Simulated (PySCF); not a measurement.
```xyz
6

Si    -0.5284     0.0084    -0.0065
S      1.4479    -0.5387    -0.6557
H     -0.7981    -0.4440     1.3922
H     -0.7495     1.4844    -0.0847
H     -1.4460    -0.6917    -0.9508
H      2.0741     0.1817     0.3054
```

Charge 0, multiplicity 1.

### Question
Give the Mulliken and meta-Löwdin atomic charges from PBE-D3(BJ)/def2-TZVP run with PySCF.

### Answer

| atom | Mulliken (e) | meta-Löwdin (e) |
|---|---|---|
| Si1 | 0.17 | 0.39 |
| S2 | -0.29 | -0.29 |
| H3 | -0.01 | -0.08 |
| H4 | -0.01 | -0.08 |
| H5 | -0.01 | -0.06 |
| H6 | 0.16 | 0.11 |
